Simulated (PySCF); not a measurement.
Energy of Ni²⁺ (nickel, charge +2) between two integer charges

The 3d beta orbital of [Ar] 3d8 is emptied in steps (occupation f), with all orbitals relaxed, ending at [Ar] 3d7. Computed with PySCF 2.14 in jorge-DZP-DKH (8s6p2d1f, 43 functions), with the spin-free X2C one-electron Hamiltonian (Gaussian nucleus). The exact energy is a straight line in f; departures are measured from the line between the end points of the same method.

| f | UHF (eV) | LDA (eV) | PBE (eV) |
| --- | --- | --- | --- |
| 1 | 0.000 | 0.000 | 0.000 |
| 0.8 | 0.533 | -1.472 | -1.433 |
| 0.6 | 0.774 | -2.220 | -2.158 |
| 0.4 | 0.750 | -2.233 | -2.167 |
| 0.2 | 0.485 | -1.497 | -1.450 |
| 0 | 0.000 | 0.000 | 0.000 |

Question: For LDA, how does the orbital energy at f = 1 compare with the removal energy?

Answer: −ε = 27.387 eV against a total-energy difference of 36.531 eV. By Janak's theorem ε = ∂E/∂f, so the gap between them reflects the curvature. Along the path −ε is 30.970 (f = 0.8), 34.616 (f = 0.6), 38.327 (f = 0.4), 42.103 (f = 0.2) eV.

```csv
method,E(f=0) − E(f=1) (eV),−ε at f=1 (eV),−ε at f=0.4 (eV)
UHF,33.192,36.630,32.450
LDA,36.531,27.387,38.327
PBE,36.097,27.184,37.859
```

Reference removal energy between the ground levels: 35.187 ± 0.019 eV (measured; NIST Atomic Spectra Database, ionization energies). The calculation has no spin-orbit coupling. The determinant left behind need not be the lowest term of the ion. UHF lacks correlation.
